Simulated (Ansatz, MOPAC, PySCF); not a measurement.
Isomers of C2H2F2: 1 is C=C(F)F, 2 is F/C=C\F; one conformer of each (the lowest of an xTB search), B3LYP-D3(BJ)/def2-TZVP minima.
Isomer 1 (charge 0, multiplicity 1):
| atom | x (Å) | y (Å) | z (Å) |
|---|---|---|---|
| C | -0.3512 | 0.6417 | -0.0544 |
| C | 0.2787 | -0.5092 | 0.0432 |
| F | 0.5411 | -1.1416 | 1.1747 |
| F | 0.7468 | -1.2113 | -0.9752 |
| H | -0.5187 | 1.0800 | -1.0244 |
| H | -0.6967 | 1.1404 | 0.8361 |
Isomer 2 (charge 0, multiplicity 1):
```xyz
6

F     -1.37512     1.06452     0.19110
C     -0.66096    -0.06857     0.15900
C      0.65991    -0.07862     0.17487
F      1.39023     1.04348     0.22439
H     -1.25323    -0.97093     0.11923
H      1.23918    -0.98989     0.14916
```

No zero-point or thermal terms.

Rows in 6-31G* carry no dispersion term and start afresh at each structure (6-31G* with six Cartesian d functions). The state that PM3 reach isn't checked.

Programs: Ansatz (a program for electronic structure) with Gaussian orbitals; MOPAC for PM3 (differences of heats of formation); PySCF for 6-31G* rows. Each number belongs to the level named beside it.

Task: One of these levels gives 39.7 kJ/mol for the electronic energy of isomer 2 less that of isomer 1. Which?
A) PM3
B) PBE0/def2-TZVPP
C) revPBE/def2-TZVPP
D) BP86/6-31G*

Result: C, revPBE/def2-TZVPP. The others give 25.7 (PM3), 48.1 (BP86/6-31G*), 43.4 (PBE0/def2-TZVPP)
